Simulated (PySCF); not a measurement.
## Exercise with solution: entropy of an ideal gas

Si(CCH)(H)2(OH) (C2H4OSi), SMILES C#C[SiH2]O.

Geometry optimised at PBE-D3(BJ)/def2-SVP. Other conformers were not sampled.

PBE-D3(BJ)/def2-SVP run with PySCF gives the harmonic wavenumbers 131, 202, 237, 365, 608, 619, 690, 711, 712, 807, 887, 891, 928, 2082, 2156, 2214, 3388, 3763 cm⁻¹ and the rotational temperatures 0.8279, 0.1580, 0.1380 K. The molar mass is 72.14 g/mol, the symmetry number 1, the spin multiplicity 1.

Work out the entropy at 298.15 K and 1 atm in the rigid-rotor, harmonic-oscillator model.


Translation (Sackur–Tetrode at 1 atm): S = R[1.5 ln M + 2.5 ln T − 1.16487] = 162.1 J/(mol K).
Rotation: q = (√π/σ) T^1.5/√(θA θB θC) = 67900, S = R[ln q + 3/2] = 105.0 J/(mol K).
Vibration: with u = 1.4388 ν/T, each mode gives R[u/(e^u − 1) − ln(1 − e^−u)]:
```csv
ν (cm⁻¹),modes,u,S (J/(mol K))
131,1,0.63,12.26
202,1,0.97,8.85
237,1,1.14,7.64
365,1,1.76,4.61
608,1,2.93,1.82
619,1,2.99,1.75
690,1,3.33,1.33
711,1,3.43,1.23
712,1,3.44,1.22
807,1,3.89,0.84
887,1,4.28,0.62
891,1,4.30,0.61
928,1,4.48,0.52
```
The stiffer modes add less than 0.005 each. Sum 43.3 J/(mol K).
Spin: R ln 1 = 0.0 J/(mol K).
Total 310.4 J/(mol K); the program's own thermochemistry gives 310.4. Translation makes up 52 % and vibration 14 %. Anharmonicity, hindered rotation and orbital degeneracy are left out.
